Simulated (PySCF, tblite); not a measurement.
Species: C5H12BN.
SMILES: `C[N+]1(C)[BH2-]C=CC1`

Jobs on this species (19 atoms, 54 electrons) with PySCF (density fitting) and tblite. Hardware of each: an Intel Xeon at 2.50 GHz with one thread (shared host). Other jobs ran on the host; a repeat could differ by tens of per cent or more.

| level and settings | work | basis functions | SCF cycles | wall time |
| --- | --- | --- | --- | --- |
| GFN2-xTB | L-BFGS relaxation | – | – | ? |
| B3LYP/def2-SVPD | 8 singlets by full TDDFT, 3 Tamm–Dancoff triplets, polarisability | 236 | ? | ? |
| PBE0/pcSseg-1 | shieldings, ring-centre shieldings, charges and field gradients | 179 | 13 | 76 s |
| GFN2-xTB | Hessian by finite differences | – | – | 1.6 s |

**Question.** Fill in the missing figures.

**Answer.** 
- GFN2-xTB; L-BFGS relaxation: 1.3 s
- B3LYP/def2-SVPD; 8 singlets by full TDDFT, 3 Tamm–Dancoff triplets, polarisability: 99 s, 13 SCF cycles

**Question.** What do all jobs in the table cost together?

**Answer.** About 3.0 min; the longest takes about 56 % of that, and about 76 times as long as the shortest.
